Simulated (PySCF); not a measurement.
C2H9OPSi, SMILES C[Si](C)(O)P.

Geometry optimised at B3LYP-D3(BJ)/def2-SVP. The values are those of a single conformer.

These are B3LYP-D3(BJ)/def2-SVP (PySCF) values and carry that method's errors.

Frequencies are harmonic and unscaled.

List the normal modes with their intensities. (Estimate from the structure and the level; the computed values follow.)


```json
[
 {"mode": "1", "ν (cm⁻¹)": "99", "IR (km/mol)": "33.8", "Raman (Å⁴/amu)": "2.6", "depolarisation": "0.75", "moving atoms (share of kinetic energy)": "H 88 %, C 9 %"},
 {"mode": "2", "ν (cm⁻¹)": "130", "IR (km/mol)": "39.8", "Raman (Å⁴/amu)": "1.7", "depolarisation": "0.74", "moving atoms (share of kinetic energy)": "H 89 %"},
 {"mode": "3", "ν (cm⁻¹)": "153", "IR (km/mol)": "1.1", "Raman (Å⁴/amu)": "0.8", "depolarisation": "0.59", "moving atoms (share of kinetic energy)": "H 74 %, C 9 %"},
 {"mode": "4", "ν (cm⁻¹)": "162", "IR (km/mol)": "13.1", "Raman (Å⁴/amu)": "0.4", "depolarisation": "0.75", "moving atoms (share of kinetic energy)": "H 40 %, C 26 %, P 18 %, Si 9 %"},
 {"mode": "5", "ν (cm⁻¹)": "165", "IR (km/mol)": "6.0", "Raman (Å⁴/amu)": "0.4", "depolarisation": "0.60", "moving atoms (share of kinetic energy)": "H 80 %"},
 {"mode": "6", "ν (cm⁻¹)": "175", "IR (km/mol)": "0.9", "Raman (Å⁴/amu)": "0.6", "depolarisation": "0.53", "moving atoms (share of kinetic energy)": "H 65 %, C 14 %, O 14 %"},
 {"mode": "7", "ν (cm⁻¹)": "216", "IR (km/mol)": "2.7", "Raman (Å⁴/amu)": "1.2", "depolarisation": "0.47", "moving atoms (share of kinetic energy)": "H 36 %, C 33 %, Si 18 %, O 10 %"},
 {"mode": "8", "ν (cm⁻¹)": "240", "IR (km/mol)": "10.5", "Raman (Å⁴/amu)": "3.3", "depolarisation": "0.53", "moving atoms (share of kinetic energy)": "O 28 %, P 26 %, H 25 %, C 14 %"},
 {"mode": "9", "ν (cm⁻¹)": "268", "IR (km/mol)": "33.9", "Raman (Å⁴/amu)": "1.3", "depolarisation": "0.72", "moving atoms (share of kinetic energy)": "O 44 %, H 20 %, C 19 %, Si 16 %"},
 {"mode": "10", "ν (cm⁻¹)": "432", "IR (km/mol)": "16.5", "Raman (Å⁴/amu)": "17.8", "depolarisation": "0.10", "moving atoms (share of kinetic energy)": "P 37 %, Si 33 %, H 17 %, C 11 %"},
 {"mode": "11", "ν (cm⁻¹)": "627", "IR (km/mol)": "16.8", "Raman (Å⁴/amu)": "10.0", "depolarisation": "0.35", "moving atoms (share of kinetic energy)": "H 62 %, C 26 %"},
 {"mode": "12", "ν (cm⁻¹)": "641", "IR (km/mol)": "8.9", "Raman (Å⁴/amu)": "9.0", "depolarisation": "0.32", "moving atoms (share of kinetic energy)": "H 61 %, C 25 %"},
 {"mode": "13", "ν (cm⁻¹)": "682", "IR (km/mol)": "6.4", "Raman (Å⁴/amu)": "5.0", "depolarisation": "0.75", "moving atoms (share of kinetic energy)": "H 52 %, C 35 %, Si 12 %"},
 {"mode": "14", "ν (cm⁻¹)": "689", "IR (km/mol)": "70.8", "Raman (Å⁴/amu)": "3.8", "depolarisation": "0.71", "moving atoms (share of kinetic energy)": "H 78 %"},
 {"mode": "15", "ν (cm⁻¹)": "747", "IR (km/mol)": "24.9", "Raman (Å⁴/amu)": "3.9", "depolarisation": "0.75", "moving atoms (share of kinetic energy)": "H 78 %, C 19 %"},
 {"mode": "16", "ν (cm⁻¹)": "777", "IR (km/mol)": "40.3", "Raman (Å⁴/amu)": "8.7", "depolarisation": "0.69", "moving atoms (share of kinetic energy)": "H 81 %, C 12 %"},
 {"mode": "17", "ν (cm⁻¹)": "794", "IR (km/mol)": "69.2", "Raman (Å⁴/amu)": "1.8", "depolarisation": "0.75", "moving atoms (share of kinetic energy)": "H 50 %, Si 25 %, C 17 %, O 8 %"},
 {"mode": "18", "ν (cm⁻¹)": "800", "IR (km/mol)": "98.9", "Raman (Å⁴/amu)": "1.5", "depolarisation": "0.52", "moving atoms (share of kinetic energy)": "H 45 %, O 26 %, Si 15 %, C 14 %"},
 {"mode": "19", "ν (cm⁻¹)": "866", "IR (km/mol)": "177.0", "Raman (Å⁴/amu)": "0.5", "depolarisation": "0.53", "moving atoms (share of kinetic energy)": "H 59 %, Si 18 %, C 18 %"},
 {"mode": "20", "ν (cm⁻¹)": "918", "IR (km/mol)": "93.4", "Raman (Å⁴/amu)": "0.9", "depolarisation": "0.65", "moving atoms (share of kinetic energy)": "Si 38 %, H 35 %, O 20 %"},
 {"mode": "21", "ν (cm⁻¹)": "1093", "IR (km/mol)": "20.2", "Raman (Å⁴/amu)": "30.0", "depolarisation": "0.75", "moving atoms (share of kinetic energy)": "H 97 %"},
 {"mode": "22", "ν (cm⁻¹)": "1268", "IR (km/mol)": "33.4", "Raman (Å⁴/amu)": "1.0", "depolarisation": "0.72", "moving atoms (share of kinetic energy)": "H 77 %, C 22 %"},
 {"mode": "23", "ν (cm⁻¹)": "1273", "IR (km/mol)": "18.8", "Raman (Å⁴/amu)": "0.4", "depolarisation": "0.73", "moving atoms (share of kinetic energy)": "H 79 %, C 21 %"},
 {"mode": "24", "ν (cm⁻¹)": "1428", "IR (km/mol)": "1.5", "Raman (Å⁴/amu)": "10.7", "depolarisation": "0.75", "moving atoms (share of kinetic energy)": "H 95 %"},
 {"mode": "25", "ν (cm⁻¹)": "1428", "IR (km/mol)": "0.6", "Raman (Å⁴/amu)": "12.9", "depolarisation": "0.75", "moving atoms (share of kinetic energy)": "H 95 %"},
 {"mode": "26", "ν (cm⁻¹)": "1435", "IR (km/mol)": "3.6", "Raman (Å⁴/amu)": "23.9", "depolarisation": "0.75", "moving atoms (share of kinetic energy)": "H 96 %"},
 {"mode": "27", "ν (cm⁻¹)": "1441", "IR (km/mol)": "5.9", "Raman (Å⁴/amu)": "0.3", "depolarisation": "0.14", "moving atoms (share of kinetic energy)": "H 96 %"},
 {"mode": "28", "ν (cm⁻¹)": "2362", "IR (km/mol)": "49.3", "Raman (Å⁴/amu)": "131.9", "depolarisation": "0.15", "moving atoms (share of kinetic energy)": "H 97 %"},
 {"mode": "29", "ν (cm⁻¹)": "2377", "IR (km/mol)": "60.7", "Raman (Å⁴/amu)": "122.0", "depolarisation": "0.53", "moving atoms (share of kinetic energy)": "H 97 %"},
 {"mode": "30", "ν (cm⁻¹)": "3019", "IR (km/mol)": "5.5", "Raman (Å⁴/amu)": "91.6", "depolarisation": "0.05", "moving atoms (share of kinetic energy)": "H 97 %"},
 {"mode": "31", "ν (cm⁻¹)": "3023", "IR (km/mol)": "5.3", "Raman (Å⁴/amu)": "206.7", "depolarisation": "0.01", "moving atoms (share of kinetic energy)": "H 97 %"},
 {"mode": "32", "ν (cm⁻¹)": "3104", "IR (km/mol)": "4.1", "Raman (Å⁴/amu)": "59.5", "depolarisation": "0.75", "moving atoms (share of kinetic energy)": "H 91 %, C 9 %"},
 {"mode": "33", "ν (cm⁻¹)": "3108", "IR (km/mol)": "14.3", "Raman (Å⁴/amu)": "141.4", "depolarisation": "0.74", "moving atoms (share of kinetic energy)": "H 91 %, C 9 %"},
 {"mode": "34", "ν (cm⁻¹)": "3124", "IR (km/mol)": "3.2", "Raman (Å⁴/amu)": "51.2", "depolarisation": "0.75", "moving atoms (share of kinetic energy)": "H 91 %, C 9 %"},
 {"mode": "35", "ν (cm⁻¹)": "3125", "IR (km/mol)": "6.9", "Raman (Å⁴/amu)": "98.3", "depolarisation": "0.74", "moving atoms (share of kinetic energy)": "H 91 %, C 9 %"},
 {"mode": "36", "ν (cm⁻¹)": "3866", "IR (km/mol)": "65.3", "Raman (Å⁴/amu)": "147.8", "depolarisation": "0.30", "moving atoms (share of kinetic energy)": "H 94 %"}
]
```
